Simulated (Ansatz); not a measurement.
Two structures of TiH2F4, closed shell, reached by relaxing down either side of one saddle point (PBE0-D4/def2-TZVP). Energies are electronic, without zero-point energy. Ansatz 0.2.0; basis: def2-TZVPP and def2-QZVPP; cores frozen in the correlated methods. Extrapolation: Hartree–Fock as exp(−7.88 √X), correlation as X^−2.97. First:

Ti1  (-0.871, 0.622, 0.085)
F2  (0.527, 0.981, -0.886)
F3  (-2.273, 0.511, -0.940)
F4  (-1.107, 1.894, 1.249)
F5  (-0.644, -0.888, 0.918)
H6  (2.330, -1.310, -0.448)
H7  (2.038, -1.810, 0.023)
(Å)

Second:

Ti1  (-0.533, -0.150, 0.382)
F2  (1.033, 0.900, -1.123)
F3  (-1.487, -0.116, -1.080)
F4  (-0.235, 1.342, 1.239)
F5  (-1.387, -1.182, 1.491)
H6  (1.758, 0.322, -1.150)
H7  (0.851, -1.115, 0.242)
(Å)

Question: Which bonds change from the first to the second?

Answer: TiF₄ ([F][Ti]([F])([F])[F]) + H₂ → TiHF₃ ([F][TiH]([F])[F]) + HF (still joined by a long Ti–F bond); bonds formed: Ti1–H7, F2–H6; bonds broken: H6–H7; bonds weakened to dative contacts: Ti1–F2.

Question: Give the saddle point's structure and its height above each. (An estimate is asked for; the value comes from the calculation.)

Answer: The calculation gives: 42.24 kcal/mol above the first and 5.29 kcal/mol above the second (CCSD(T) at an estimated basis limit (MP2 extrapolated from triple and quadruple zeta, plus CCSD(T) − MP2 in triple zeta)).
Ti1  (-0.435, 0.033, 0.214)
F2  (1.025, 0.806, -1.059)
F3  (-1.616, 0.031, -1.057)
F4  (-0.393, 1.454, 1.209)
F5  (-1.001, -1.206, 1.298)
H6  (1.346, -0.138, -0.640)
H7  (1.072, -0.979, 0.036)
(Å)

The T1 diagnostic stays at or below 0.024.

Labels in which every atom is bracketed show which atoms are joined, not bond orders.

For scale, one of the runs: CCSD(T)/def2-TZVPP, 216 basis functions, launched by `ansatz run in.yaml --threads 8 --pin off --events-out ev --progress --plain --max-ram 19148MiB`. Hardware: 8 CPU threads of an Arm Neoverse V1, shared host. Wall time 110 s; peak host memory 3.9 GiB.
